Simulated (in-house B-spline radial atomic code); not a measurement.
A fraction x of an electron is moved 4d → 5d in Ba³⁺, starting from [Kr] 4d10 5s2 5p5 and keeping the highest spin. All numbers are computed (scalar-relativistic (X2C) LDA PW92, spin-polarised, spherical fractional occupations; Fermi nucleus of rms radius 4.8378 fm) with an all-electron radial atomic-structure program (B-spline basis), not measured.

```tsv
x	E(x) - E(0) (eV)	4d down level (eV)	5d up level (eV)
0	0.0000	-115.150	-
0.125	11.6107	-116.405	-23.048
0.25	23.3393	-117.654	-23.355
0.375	?	?	?
0.5	47.1499	-120.133	-23.949
0.625	59.2316	-121.362	-24.239
0.75	?	?	?
0.875	83.7467	-123.802	-24.806
1	96.1794	-125.011	-25.084
```

**Question.** What belongs in the row x = 0.375?

**Answer.** An energy change of 35.1857 eV; 4d down at -118.897 eV, 5d up at -23.655 eV.

**Question.** What belongs in the row x = 0.75?

**Answer.** An energy change of 71.4307 eV; 4d down at -122.585 eV, 5d up at -24.524 eV.

**Question.** Check Janak's theorem between x = 0.125 and 0.25.

**Answer.** The slope of the energy is 93.83 eV; the orbital levels give 93.83 eV (ε of the receiving orbital less ε of the emptying one, averaged over the two points).
